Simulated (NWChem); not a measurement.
# YCl3; SMILES [Y]([Cl])([Cl])[Cl]

```xyz
4

Y      0.0669     0.1958     0.1253
Cl     2.3893    -0.2031    -0.4978
Cl    -0.8354    -0.7891     2.1641
Cl    -1.3528     1.5831    -1.2891
```
Atoms are numbered in this order, from 1.

Computed with NWChem. The geometry was optimised at PBE0/def2-SVP. Not confirmed as a minimum by frequencies. def2 effective core potentials on Y; no spin-orbit coupling. Ions are spin-unrestricted doublets at the neutral geometry; other ion states weren't tried.

For level CAM-B3LYP/def2-SVP:

vertical ionisation energy, ΔSCF (eV): 11.34
−ε(HOMO) (eV): 10.31

Question: What are these values for level PBE/def2-SVP?

Answer: The vertical ionisation energy, ΔSCF (eV) is 10.39 and the −ε(HOMO) (eV) comes out as 7.62.
